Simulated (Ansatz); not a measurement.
Geometry optimisation of C₂H₆BNOSi (`[SiH3]C1=COBN1`).

```yaml
crystal:
  periodic: [false, false, false]
  atoms:
    - {symbol: Si, position_ang: [-0.676202, -0.423865, 1.812683]}
    - {symbol: C, position_ang: [0.050380, -0.023666, 0.139283]}
    - {symbol: C, position_ang: [1.372413, 0.189980, -0.156281]}
    - {symbol: O, position_ang: [1.558536, 0.458995, -1.483433]}
    - {symbol: B, position_ang: [0.299846, 0.420879, -2.099108]}
    - {symbol: N, position_ang: [-0.646493, 0.118358, -1.078988]}
    - {symbol: H, position_ang: [0.453796, -0.464577, 2.801239]}
    - {symbol: H, position_ang: [-1.681369, 0.617723, 2.231012]}
    - {symbol: H, position_ang: [-1.385346, -1.753442, 1.791302]}
    - {symbol: H, position_ang: [2.257330, 0.177225, 0.490627]}
    - {symbol: H, position_ang: [0.131086, 0.618920, -3.275895]}
    - {symbol: H, position_ang: [-1.657075, 0.008370, -1.138540]}
basis:
  gaussian: {orbitals: def2-TZVP}
hamiltonian: {xc: pbe0, dispersion: d4}
relax: {f_tol: 0.005, max_steps: 150}
```

```sh
$ ansatz run in.yaml --threads 4 --pin off --events-out ev --progress --plain --max-ram 10444MiB
```

Shortened log:

```
Functional definition: PBE0
mean field -14256.16673642 eV, -523.9044643865 hartree, gradient 2.8e-5 eV, S^2 0.000000; 0 other end points of the search recorded, 0 dependent functions left out
relax step   1: F+E_penalty+E_count = -14256.40653671 eV  Δ(F+E_penalty+E_count) = +0.000e0 eV  max|allowed force component| = 7.899e-1 eV/Å  Δτ_max = 0.0000 Å  (30 SCF iters, accepted)
mean field -14256.21625683 eV, -523.9062842282 hartree, gradient 8.7e-6 eV, S^2 0.000000; 0 other end points of the search recorded, 0 dependent functions left out
relax step   2: F+E_penalty+E_count = -14256.45730361 eV  Δ(F+E_penalty+E_count) = -5.077e-2 eV  max|allowed force component| = 2.249e-1 eV/Å  Δτ_max = 0.0295 Å  (34 SCF iters, accepted)
mean field -14256.22005141 eV, -523.9064236764 hartree, gradient 8.6e-6 eV, S^2 0.000000; 0 other end points of the search recorded, 0 dependent functions left out
relax step   3: F+E_penalty+E_count = -14256.46162836 eV  Δ(F+E_penalty+E_count) = -4.325e-3 eV  max|allowed force component| = 3.679e-2 eV/Å  Δτ_max = 0.0111 Å  (33 SCF iters, accepted)
mean field -14256.22012338 eV, -523.9064263210 hartree, gradient 8.6e-6 eV, S^2 0.000000; 0 other end points of the search recorded, 0 dependent functions left out
relax step   4: F+E_penalty+E_count = -14256.46172335 eV  Δ(F+E_penalty+E_count) = -9.499e-5 eV  max|allowed force component| = 2.627e-2 eV/Å  Δτ_max = 0.0034 Å  (34 SCF iters, accepted)
mean field -14256.22016314 eV, -523.9064277824 hartree, gradient 8.6e-6 eV, S^2 0.000000; 0 other end points of the search recorded, 0 dependent functions left out
relax step   5: F+E_penalty+E_count = -14256.46175695 eV  Δ(F+E_penalty+E_count) = -3.360e-5 eV  max|allowed force component| = 9.121e-3 eV/Å  Δτ_max = 0.0011 Å  (35 SCF iters, accepted)
mean field -14256.22016818 eV, -523.9064279674 hartree, gradient 8.6e-6 eV, S^2 0.000000; 0 other end points of the search recorded, 0 dependent functions left out
relax step   6: F+E_penalty+E_count = -14256.46176544 eV  Δ(F+E_penalty+E_count) = -8.490e-6 eV  max|allowed force component| = 1.885e-3 eV/Å  Δτ_max = 0.0026 Å  (35 SCF iters, accepted)
mean field -14256.22016818 eV, -523.9064279674 hartree, gradient 8.6e-6 eV, S^2 0.000000; 1 other end points of the search recorded, 0 dependent functions left out
Total energy: -14256.46180333 eV, -523.9153078953 hartree
Atom 0 at    -0.665069    -0.419587     1.797321 Å, force     0.001269    -0.000033    -0.000345 eV/Å
Atom 1 at     0.048154    -0.024488     0.137459 Å, force    -0.000646     0.000109     0.001657 eV/Å
Atom 2 at     1.348611     0.186710    -0.149043 Å, force    -0.000761    -0.000085    -0.001885 eV/Å
Atom 3 at     1.543420     0.454958    -1.466291 Å, force    -0.000921     0.000354    -0.001200 eV/Å
Atom 4 at     0.298363     0.418001    -2.081348 Å, force     0.001689     0.000178     0.000796 eV/Å
Atom 5 at    -0.642514     0.116877    -1.075419 Å, force     0.000463    -0.000296     0.001241 eV/Å
Atom 6 at     0.456280    -0.460888     2.767782 Å, force    -0.000186    -0.000161     0.000152 eV/Å
Atom 7 at    -1.654801     0.611723     2.210281 Å, force    -0.000191    -0.000150     0.000137 eV/Å
Atom 8 at    -1.365795    -1.731938     1.776794 Å, force    -0.000493     0.000166     0.000279 eV/Å
Atom 9 at     2.214984     0.172756     0.492687 Å, force     0.000256     0.000037     0.000417 eV/Å
Atom 10 at     0.133046     0.613104    -3.239266 Å, force     0.000198    -0.000148     0.000170 eV/Å
Atom 11 at    -1.637776     0.007672    -1.137055 Å, force    -0.000677     0.000028    -0.001417 eV/Å
Dipole moment:    -0.288858    -0.063424     0.152955 e Å
```

Hardware: 4 threads of an Intel Xeon Platinum 8488C on a shared host. Wall time 21 s, peak host memory 0.7 GiB.
